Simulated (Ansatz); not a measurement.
Ansatz results at the PBE0-D4/def2-TZVP geometry: ideal-gas entropy at 298 K and 1 bar (rigid rotor, harmonic PBE0-D4/def2-TZVP) 287 J/(mol·K); size of the dipole moment (B3LYP/def2-TZVPP) 1.33 D; size of the dipole moment (ωB97M-V/def2-TZVPP) 1.34 D.

Task: Which molecule gave them?
A. `F[SiH](Cl)[SiH]Cl`•
B. `C[B]Cl`•
C. `[CH3][In][SH]`•
D. `CO[B]N`•

Result: B. The others give `CO[B]N`•: 310, 0.41, 0.43; `F[SiH](Cl)[SiH]Cl`•: 382, 1.07, 1.02; `[CH3][In][SH]`•: 346, 2.43, 2.42.

B3LYP here is the variant with VWN-RPA as its local correlation; programs differ in this.
